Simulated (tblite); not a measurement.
C₃H₉In (SMILES [CH3][In]([CH3])[CH3]), singlet, at a GFN2-xTB geometry (such geometries of metal compounds can be far from the true shape); GFN1-xTB in tblite.

Here is a job for tblite.
```
$ tblite run mol.xyz --method gfn1 --charge 0 --spin 0 --json tblite.json --no-restart

# file mol.xyz
13

In    -0.00027071     0.00058834    -0.00069908
C     -1.54741402    -1.60362658    -0.25516667
H     -1.47645898    -2.03150186    -1.25510468
H     -2.54532539    -1.18425536    -0.13021367
H     -1.39904443    -2.39480853     0.47847392
C     -0.16211960     1.91699700    -1.15548571
H      0.80256149     2.17280153    -1.59247574
H     -0.46352417     2.72452625    -0.48838330
H     -0.90066120     1.82322629    -1.95032013
C      1.71103614    -0.31596421     1.41393740
H      2.33646867     0.57422770     1.46297261
H      2.31750483    -1.15712290     1.07865522
H      1.33272866    -0.54035921     2.41094086
```

The log (banner, timings and long lists left out):

```
xTB calculator
 | screened Coulomb repulsion
 | Coulomb electrostatics
 |  * isotropic Klopman-Ohno-Mataga-Nishimoto electrostatics
 |  * onsite third-order electrostatics
 | DFT-D3(BJ) dispersion correction

halogen bonding energy    0.0000000000000E+00 Eh
repulsion energy          1.6359058627904E-01 Eh
dispersion energy        -3.3456910555047E-03 Eh
number of electrons       2.4000000000000E+01 e
integral cutoff           4.0000000000000E+01 bohr

------------------------------------------------------------
  cycle        total energy    energy error   density error
------------------------------------------------------------
      1     -12.64324643289  -1.2803491E+01   5.4986830E-01
      2     -12.65217635725  -8.9299244E-03   3.1580577E-01
      3     -12.65263933062  -4.6297337E-04   2.9186850E-02
      4     -12.65340833793  -7.6900731E-04   2.7517613E-03
      5     -12.65341241879  -4.0808599E-06   4.4481438E-04
      6     -12.65341265112  -2.3232853E-07   9.2427531E-05
      7     -12.65341265608  -4.9634679E-09   4.6929783E-05
      8     -12.65341265866  -2.5779237E-09   2.7734641E-06
------------------------------------------------------------

electronic energy        -1.2813657553886E+01 Eh
total energy             -1.2653412658662E+01 Eh

Post processing:
 | Mayer-Wiberg bond orders

[Info] JSON dump of results written to 'tblite.json'
```
